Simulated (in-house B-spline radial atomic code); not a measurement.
Co4+: [Ar] (3d3/2)1 (3d5/2)4 (an excited or competing configuration)

Computed with an all-electron radial atomic-structure program (B-spline basis): Dirac-Hartree-Fock, average of the jj configuration, Fermi nucleus of rms radius 3.7875 fm.

Effective charges: Z_r = [3n² - l(l+1)]/(2<r>) from the radius, Z_e = n√(-2ε) from the energy, and Slater's rules. Values are occupation-weighted means over j.

```csv
shell,electrons,ε (eV),<r> (bohr),Z_r,Z_e,Slater
1s,2,-7843.7,0.05616,26.71,24.01,26.70
2s,2,-1030,0.2539,23.64,17.40,22.85
2p,6,-887.43,0.2244,22.29,16.15,22.85
3s,2,-186.49,0.7593,17.78,11.11,15.75
3p,6,-142.18,0.7926,15.77,9.70,15.75
3d,5,-77.815,0.8723,12.04,7.17,7.60
```

The least bound orbital is 3d3/2 at -77.56 eV, while the most diffuse is 3d5/2 (<r> = 0.8725 bohr against 0.8715 bohr): energy order and size order differ.

For the 1s electron the small component carries 0.945 % of the norm, the zero-frequency Breit interaction raises the level by 9.435 eV, self-energy by 4.692 eV, and vacuum polarisation lowers it by 0.4086 eV.
